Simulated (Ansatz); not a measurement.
`[CH3][Ge]([NH2])([F])[Cl]` + H₂ → `[CH3][GeH]([NH2])[F]` + HCl at 700 K and 1 bar (hydrogenolysis of a Ge–Cl bond).

Computed with Ansatz on PBE0-D4/def2-TZVP structures; ΔE is electronic, products minus reactants. CCSD(T)/CBS adds triple-zeta CCSD(T) − MP2 to the extrapolated MP2 energy (def2 sets, frozen cores). This one scheme is used for every species. For Ge outer-core shells are correlated without core-valence functions, which leaves a few kJ/mol of doubt a bond. Scalar relativity is left out up to krypton. One conformer a species, not always the lowest.

```json
{"species": "`[CH3][Ge]([NH2])([F])[Cl]`", "CCSD(T)/CBS energy (Eh)": "-2731.56957", "H − E (kJ/mol)": "257.0", "S (J/(mol·K))": "494.9"}
{"species": "H₂", "CCSD(T)/CBS energy (Eh)": "-1.17544", "H − E (kJ/mol)": "46.8", "S (J/(mol·K))": "155.3"}
{"species": "`[CH3][GeH]([NH2])[F]`", "CCSD(T)/CBS energy (Eh)": "-2272.33936", "H − E (kJ/mol)": "265.9", "S (J/(mol·K))": "447.9"}
{"species": "HCl", "CCSD(T)/CBS energy (Eh)": "-460.38127", "H − E (kJ/mol)": "38.4", "S (J/(mol·K))": "211.8"}
```

H − E and S are ideal-gas, rigid-rotor, harmonic terms from PBE0-D4/def2-TZVP, for one conformer and one mirror image of each species. The MP2-based limit puts H₂ 0.8 mEh under its directly extrapolated value; such offsets cancel only in part. 1 Eh = 2625.50 kJ/mol, R = 8.31446 J/(mol·K).

Task: By hand: ΔE, ΔH, ΔS and ΔG.

Result: ΔE = (-2272.33936) + (-460.38127) − (-2731.56957) − (-1.17544) = 0.02438 Eh = 64.0 kJ/mol. Δ(H − E) = 265.9 + 38.4 − 257.0 − 46.8 = 0.5, so ΔH = 64.5 kJ/mol. ΔS = 447.9 + 211.8 − 494.9 − 155.3 = 9.5 J/(mol·K). ΔG = 64.5 − 700 × (9.5)/1000 = 57.9 kJ/mol.

Task: By hand: the equilibrium constant, and the temperature at which ΔG would vanish if ΔH and ΔS stayed fixed.

Result: log₁₀ K = −ΔG/(RT ln 10) = -4.3. ΔG = 0 at ΔH/ΔS = 6789 K, far beyond where these terms or the molecules hold.

The number of gas molecules stays the same, so ΔS is small and ΔH decides. A doubt of 5 kJ/mol in ΔE shifts log₁₀ K by 0.4 here. Other conformers and mirror images would add mixing entropy, several J/(mol·K) or more a flexible species. These are equilibria of isolated gas molecules and say nothing of rates. Largest T1 diagnostic: 0.011 (customary marks: 0.02 for closed shells, 0.045 for open ones).
